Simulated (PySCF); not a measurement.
Ionisation energy of In by level of theory

In [Kr] 4d10 5s2 5p1 (2P) → In+ [Kr] 4d10 5s2 (1S), as a difference of total energies. Computed with PySCF 2.14 in x2c-QZVPPall with one added diffuse shell each of s, p, d, f type (14s10p8d5f1g, 128 functions), with scalar relativity by spin-free X2C-1e. Correlated levels: valence: [Kr] 4d10 frozen; valence and next inner shell: [Ar] 3d10 frozen. The calculations carry no spin-orbit coupling.

| method | ionisation energy (eV) | plus first-order spin-orbit estimate | error of that sum (eV) |
| --- | --- | --- | --- |
| UHF | 5.219 | 5.379 | -0.407 |
| LDA | 5.727 | 5.887 | +0.101 |
| PBE | 5.600 | 5.760 | -0.026 |
| PBE0 | 5.629 | 5.789 | +0.003 |
| r2SCAN | 5.722 | 5.882 | +0.096 |
| wB97M-V | 5.584 | 5.744 | -0.042 |
| HSE06 | 5.646 | 5.806 | +0.020 |
| M06-2X | 5.516 | 5.676 | -0.110 |
| MP2 (valence) | 5.422 | 5.582 | -0.204 |
| SCS-MP2 (valence) | 5.407 | 5.567 | -0.219 |
| MP2 (valence and next inner shell) | 5.481 | 5.641 | -0.145 |
| SCS-MP2 (valence and next inner shell) | 5.428 | 5.588 | -0.198 |

Reference: 5.786 eV (measured; NIST Atomic Spectra Database, ionization energies).

A first-order spin-orbit estimate (lowest level to lowest level, LS coupling) adds 0.160 eV.

Errors of the correlated levels include the incompleteness of this basis and the frozen core.
